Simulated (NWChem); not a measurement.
# CH3ClMgO; SMILES [O](C)[Mg][Cl]

```xyz
7

Mg     0.0647    -0.3421    -0.0003
Cl     0.5132    -2.4961     0.0010
O     -0.2927     1.3783    -0.0013
C     -0.5761     2.7359    -0.0021
H     -1.1568     3.0300     0.8873
H      0.3439     3.3425    -0.0068
H     -1.1643     3.0274    -0.8874
```
Atoms are numbered in this order, from 1.

Structure relaxed at the B3LYP/6-31G* (spherical d) level.

**Question.** Give the principal values of the shielding tensors (ppm) of Mg1, Cl2, O3, C4 from PBE/pcSseg-1, GIAO (NWChem), with their diamagnetic and paramagnetic parts as GIAO splits them.

**Answer.** 
```json
[
 {"atom": "Mg1", "σ11": "425.6", "σ22": "425.6", "σ33": "709.1", "isotropic": "520.1", "diamagnetic": "710.1", "paramagnetic": "-189.9"},
 {"atom": "Cl2", "σ11": "1103.9", "σ22": "1103.9", "σ33": "1151.1", "isotropic": "1119.6", "diamagnetic": "1148.1", "paramagnetic": "-28.5"},
 {"atom": "O3", "σ11": "362.3", "σ22": "371.0", "σ33": "371.0", "isotropic": "368.1", "diamagnetic": "404.5", "paramagnetic": "-36.4"},
 {"atom": "C4", "σ11": "91.9", "σ22": "91.9", "σ33": "181.3", "isotropic": "121.7", "diamagnetic": "243.7", "paramagnetic": "-122.0"}
]
```
